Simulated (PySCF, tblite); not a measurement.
# AlCl and cyanate

A gas-phase complex of AlCl and cyanate; charge -1, singlet. The structure comes from a short search (6 tight-binding starts) and was relaxed by PBE0-D3(BJ)/def2-SVPD; another way of binding may lie lower. Frequencies by PBE0-D3(BJ)/def2-SVPD show no clear imaginary mode.

Parts: 1 = AlCl ([Al][Cl]), atoms 1–2; 2 = cyanate ([N-]=C=O), atoms 3–5, charge -1.

Coordinates in Å:
```
Al1     0.730   -0.777   -0.235
Cl2    -1.080    0.510    0.380
N3      0.418   -0.666   -2.124
C4      0.617   -0.852   -3.287
O5      0.805   -1.031   -4.449
```

| contact | kind (by geometry) | distance (Å) | angle (°) |
| --- | --- | --- | --- |
| Al1···N3 | bond | 1.918 | - |

The parts are joined by the bond Al1–N3, so these are energies of forming such bonds; deforming the relaxed parts to their shape in the adduct costs 3.5 kcal/mol, which the interaction energies leave out.

Interaction energies are complex less parts, with the parts frozen as they stand in it; counterpoise-corrected, in kcal/mol (PySCF).

(1) Give the interaction energy at each level run.

(2) What holds them together? Decompose the wB97M-D3(BJ)/def2-TZVPD energy: frozen parts, their antisymmetrised product, then relaxation.

The parts were also relaxed and run alone, at the levels used for the complex: shieldings by PBE0/aug-pcSseg-2; core levels by delta-SCF with SCAN, aug-pcX-2 on the ionised atom and aug-pcseg-1 elsewhere, spin-free X2C (2p3/2 is the spin-free 2p value less a third of a first-order spin-orbit splitting).

Values alone: shielding of Al1 (ppm): 455.0; shielding of N3 (ppm): 171.5; Al1 2p3/2 core level (eV): 82.11; Cl2 2p3/2 core level (eV): 205.34; N3 1s core level (eV): 397.46.

(3) How do these values change when the complex forms?

Answers

(1) 
```json
{"level": "wB97M-D3(BJ)/def2-TZVPD", "interaction": "-47.96", "superposition error removed": "-0.77"}
{"level": "PBE0-D3(BJ)/def2-TZVPD", "interaction": "-52.71", "superposition error removed": "-0.71"}
{"level": "RI-MP2/aug-cc-pVTZ", "interaction": "-49.73", "superposition error removed": "-1.25"}
```

(2) electrostatic -114.5, Pauli repulsion +143.9, orbital relaxation -76.9, dispersion correction -1.3 kcal/mol, which sum to the value before the counterpoise correction; the Pauli term holds the exchange-correlation of the frozen density too. Of the attraction, 59 % is electrostatic, 40 % is orbital relaxation, 1 % is dispersion correction.

(3) 
```tsv
property	alone	in the complex	change
shielding of Al1 (ppm)	455.0	423.0	-32.0
shielding of N3 (ppm)	171.5	159.9	-11.6
Al1 2p3/2 core level (eV)	82.11	75.53	-6.58
Cl2 2p3/2 core level (eV)	205.34	199.87	-5.47
N3 1s core level (eV)	397.46	400.13	+2.67
```
